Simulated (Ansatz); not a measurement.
`NCO[SiH2]F` + `[AlH3]` → `NCO[SiH2][AlH2]` + H–F  (formal exchange of groups at the Si–F bond)

Isolated molecules relaxed with PBE0-D4/def2-TZVP in Ansatz; ΔE leaves out vibrations. CCSD(T)/CBS is the MP2 limit (def2-TZVPP, def2-QZVPP) plus CCSD(T) − MP2 in def2-TZVPP, frozen cores. This one scheme is used for every species. Functionals use def2-TZVPP. B3LYP here is the variant with VWN-RPA as its local correlation; programs differ in this. One conformer a species, not always the lowest.

| level | ΔE (kJ/mol) | difference from CCSD(T)/CBS |
| --- | --- | --- |
| LDA (SPW92) | 144.4 | -18.3 |
| revPBE-D4 | 139.8 | -22.9 |
| PBE0-D4 | 146.5 | -16.2 |
| B3LYP-D4 | 166.9 | 4.2 |
| r2SCAN0-D4 | 164.8 | 2.1 |
| ωB97X-V | 167.5 | 4.8 |
| ωB97M-V | 173.5 | 10.8 |
| B2PLYP | 173.9 | 11.2 |
| PBE-QIDH | 160.7 | -2.0 |
| revPBE | 142.1 | -20.6 |
| PBE0 | 149.3 | -13.4 |
| RPA@PBE/def2-TZVPP | 165.0 | 2.3 |
| CCSD(T)/def2-SVP | 163.2 | 0.5 |
| MP2/def2-TZVPP | 171.4 | 8.7 |
| MP2/CBS(def2) | 170.3 | 7.6 |
| CCSD/CBS(def2) | 166.6 | 3.9 |
| CCSD(T)/CBS | 162.7 | 0 |

Largest T1 diagnostic among the species: 0.012.

Leaving LDA and LC-ωPBE aside and taking each functional with its dispersion term where it has one, the values, not all of them listed here, spread over 37.7 kJ/mol, from revPBE-D4 to B97M-V. From BLYP to BHLYP (50 % exact exchange), in def2-TZVPP and without D4, ΔE moves by +14.3 kJ/mol.

CCSD(T)/CBS has its own doubt, a few kJ/mol and more with outer-core shells, so smaller differences from it don't rank the levels.
